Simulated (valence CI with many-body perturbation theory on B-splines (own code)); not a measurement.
## Pb LXXVII: electric-dipole lines

Computed by configuration interaction combined with many-body perturbation theory (CI+MBPT): four valence electrons over a frozen Dirac-Fock core [He], radial functions for each j: 11 s, 11 p, 10 d, 8 f, 5 g, 2 h, with the one-electron correlation potential Σ1 (screened to all orders), the two-electron term Σ2, the three-electron term Σ3, Breit, model QED; selected single and double excitations, second order for the rest, scaled by the run's own slope (own B-spline code, finite nucleus).

No measured spectrum was set against this ion. As an estimate, large intervals hold to a few tenths of a per cent, small ones and those within an open d or f shell to about a per cent. Among the levels kept, up to 1200 cm⁻¹ of a level comes from second order outside the variational space, and about a tenth of that is noise between levels of different J, which matters for small intervals.

Lines 151 to 200 of 513 in falling wavelength, among levels below 19121 eV, chosen from the strongest by gf and those to the six lowest levels. Wavelengths and rates use the calculated energies. Electric multipoles are in the length gauge, E1 and E2 with the static RPA response of the core. Weak lines are less certain than strong ones. Lines between different terms over intervals too small for the method are left out, as are lines whose strength nearly cancels. The highest levels of a list are the least certain.

Levels are named by their leading jj configuration (3d3/2^4 stands for four electrons in 3d with j = 3/2), which in mixed levels can hold well under half, so a name can repeat and another be missing. Letters in brackets count levels of one name in rising energy.

```tsv
λ vac (Å)	Upper	Lower	A (s⁻¹)	S (a.u.) with core polarisation	S without
4.655	(2p1/2 2p3/2^2 3s) J=2 [b]	(2s 2p1/2 2p3/2 3s) J=2 [c]	8.14e+12	2.03e-03	2.03e-03
4.636	(2p1/2 2p3/2^2 3s) J=2 [b]	(2s 2p1/2 2p3/2 3s) J=1 [b]	1.78e+13	4.39e-03	4.39e-03
4.622	(2s 2p3/2^3) J=2	(2s^2 2p3/2^2) J=2	2.59e+13	6.32e-03	6.32e-03
4.610	(2p1/2^2 2p3/2^2) J=2	(2s 2p1/2^2 2p3/2) J=1	2.43e+13	5.88e-03	5.89e-03
4.601	(2p1/2 2p3/2^3) J=1	(2s 2p1/2 2p3/2^2) J=1 [a]	3.77e+13	5.43e-03	5.44e-03
4.593	(2p1/2 2p3/2^3) J=2	(2s 2p1/2 2p3/2^2) J=1 [b]	9.44e+12	2.26e-03	2.26e-03
4.586	(2s 2p1/2 2p3/2 3p3/2) J=2 [c]	(2s^2 2p1/2 3p3/2) J=1	3.12e+13	7.42e-03	7.43e-03
4.586	(2s 2p1/2 2p3/2 3d5/2) J=3 [c]	(2s^2 2p1/2 3d5/2) J=2	3.00e+13	1.00e-02	1.00e-02
4.586	(2p1/2^2 2p3/2 3s) J=1	(2s 2p1/2^2 3s) J=0	1.77e+13	2.53e-03	2.54e-03
4.584	(2s 2p1/2 2p3/2 3d5/2) J=4 [c]	(2s^2 2p1/2 3d5/2) J=3	2.95e+13	1.26e-02	1.26e-02
4.584	(2p1/2 2p3/2^3) J=2	(2s 2p1/2 2p3/2^2) J=2 [b]	4.73e+13	1.12e-02	1.13e-02
4.580	(2p1/2^2 2p3/2 3p3/2) J=1	(2s 2p1/2^2 3p3/2) J=1	2.15e+13	3.06e-03	3.06e-03
4.579	(2s 2p1/2 2p3/2 3p3/2) J=3 [c]	(2s^2 2p1/2 3p3/2) J=2	3.13e+13	1.04e-02	1.04e-02
4.578	(2p1/2^2 2p3/2 3d5/2) J=2	(2s 2p1/2^2 3d5/2) J=2	1.88e+13	4.45e-03	4.46e-03
4.577	(2p3/2^4) J=0	(2s 2p3/2^3) J=1	1.05e+14	4.98e-03	4.98e-03
4.577	(2s 2p3/2^3) J=1	(2s^2 2p3/2^2) J=0	1.67e+13	2.38e-03	2.38e-03
4.571	(2p1/2^2 2p3/2 3p3/2) J=3	(2s 2p1/2^2 3p3/2) J=2	2.48e+13	8.18e-03	8.19e-03
4.571	(2p1/2 2p3/2^3) J=2	(2s 2p1/2 2p3/2^2) J=1 [a]	7.31e+12	1.72e-03	1.72e-03
4.570	(2s 2p1/2 2p3/2 3d3/2) J=2 [c]	(2s^2 2p1/2 3d3/2) J=2	3.32e+13	7.81e-03	7.82e-03
4.570	(2p1/2^2 2p3/2 3d5/2) J=4	(2s 2p1/2^2 3d5/2) J=3	2.22e+13	9.39e-03	9.40e-03
4.566	(2s 2p1/2 2p3/2 3d3/2) J=1 [d]	(2s^2 2p1/2 3d3/2) J=1	2.90e+13	4.08e-03	4.09e-03
4.565	(2s 2p1/2 2p3/2 3d3/2) J=2 [d]	(2s^2 2p1/2 3d3/2) J=1	3.06e+13	7.19e-03	7.19e-03
4.564	(2s 2p1/2 2p3/2 3p1/2) J=0	(2s^2 2p1/2 3p1/2) J=1	3.69e+13	1.73e-03	1.73e-03
4.563	(2s 2p1/2 2p3/2 3s) J=0	(2s^2 2p1/2 3s) J=1	3.66e+13	1.72e-03	1.72e-03
4.563	(2s 2p1/2 2p3/2 3p1/2) J=1 [b]	(2s^2 2p1/2 3p1/2) J=1	3.57e+13	5.03e-03	5.03e-03
4.562	(2s 2p1/2 2p3/2 3d3/2) J=3 [c]	(2s^2 2p1/2 3d3/2) J=2	2.95e+13	9.69e-03	9.71e-03
4.562	(2s 2p1/2 2p3/2 3s) J=1 [b]	(2s^2 2p1/2 3s) J=1	2.84e+13	3.99e-03	4.00e-03
4.561	(2p1/2^2 2p3/2 3d3/2) J=2	(2s 2p1/2^2 3d3/2) J=2	1.29e+13	3.01e-03	3.02e-03
4.559	(2s 2p1/2 2p3/2 3p1/2) J=2 [c]	(2s^2 2p1/2 3p1/2) J=1	3.27e+13	7.65e-03	7.66e-03
4.558	(2s 2p1/2 2p3/2 3p1/2) J=1 [c]	(2s^2 2p1/2 3p1/2) J=0	3.44e+13	4.82e-03	4.82e-03
4.557	(2s 2p1/2 2p3/2 3d5/2) J=2 [c]	(2s^2 2p1/2 3d5/2) J=3	7.23e+12	1.69e-03	1.69e-03
4.556	(2s 2p1/2 2p3/2 3d5/2) J=3 [d]	(2s^2 2p1/2 3d5/2) J=3	3.25e+13	1.06e-02	1.06e-02
4.554	(2s 2p1/2 2p3/2 3d3/2) J=1 [c]	(2s^2 2p1/2 3d3/2) J=2	3.17e+13	4.43e-03	4.44e-03
4.554	(2s 2p1/2 2p3/2 3p3/2) J=0 [b]	(2s^2 2p1/2 3p3/2) J=1	3.50e+13	1.63e-03	1.63e-03
4.552	(2p1/2 2p3/2^2 3p1/2) J=1 [b]	(2s 2p1/2 2p3/2 3p1/2) J=2 [c]	3.01e+13	4.21e-03	4.21e-03
4.551	(2p1/2^2 2p3/2 3d3/2) J=2	(2s 2p1/2^2 3d3/2) J=1	1.17e+13	2.73e-03	2.73e-03
4.551	(2p1/2 2p3/2^2 3s) J=1 [b]	(2s 2p1/2 2p3/2 3s) J=2 [c]	2.97e+13	4.14e-03	4.15e-03
4.550	(2p1/2 2p3/2^2 3s) J=0	(2s 2p1/2 2p3/2 3s) J=1 [c]	4.12e+13	1.92e-03	1.92e-03
4.549	(2s 2p1/2 2p3/2 3d5/2) J=2 [c]	(2s^2 2p1/2 3d5/2) J=2	2.62e+13	6.09e-03	6.10e-03
4.548	(2p1/2^2 2p3/2 3p1/2) J=1	(2s 2p1/2^2 3p1/2) J=0	1.70e+13	2.37e-03	2.37e-03
4.548	(2s 2p1/2 2p3/2 3d5/2) J=2 [d]	(2s^2 2p1/2 3d5/2) J=3	2.86e+13	6.64e-03	6.64e-03
4.548	(2p1/2^2 2p3/2 3d5/2) J=3	(2s 2p1/2^2 3d5/2) J=2	1.02e+13	3.33e-03	3.33e-03
4.548	(2p1/2 2p3/2^2 3p1/2) J=1 [b]	(2s 2p1/2 2p3/2 3p1/2) J=1 [b]	1.77e+13	2.46e-03	2.47e-03
4.547	(2p1/2^2 2p3/2 3d3/2) J=3	(2s 2p1/2^2 3d3/2) J=2	2.22e+13	7.21e-03	7.22e-03
4.546	(2s 2p1/2 2p3/2 3p3/2) J=2 [d]	(2s^2 2p1/2 3p3/2) J=2	3.03e+13	7.03e-03	7.03e-03
4.546	(2s 2p1/2 2p3/2 3d3/2) J=0 [b]	(2s^2 2p1/2 3d3/2) J=1	3.50e+13	1.62e-03	1.63e-03
4.546	(2s 2p1/2 2p3/2 3d5/2) J=1 [c]	(2s^2 2p1/2 3d5/2) J=2	3.32e+13	4.62e-03	4.63e-03
4.546	(2s 2p1/2 2p3/2 3p3/2) J=1 [c]	(2s^2 2p1/2 3p3/2) J=1	2.25e+13	3.13e-03	3.13e-03
4.545	(2p1/2 2p3/2^2 3s) J=3	(2s 2p1/2 2p3/2 3s) J=2 [b]	4.95e+12	1.61e-03	1.61e-03
4.545	(2p1/2 2p3/2^2 3p1/2) J=0	(2s 2p1/2 2p3/2 3p1/2) J=1 [c]	5.42e+13	2.51e-03	2.51e-03
```
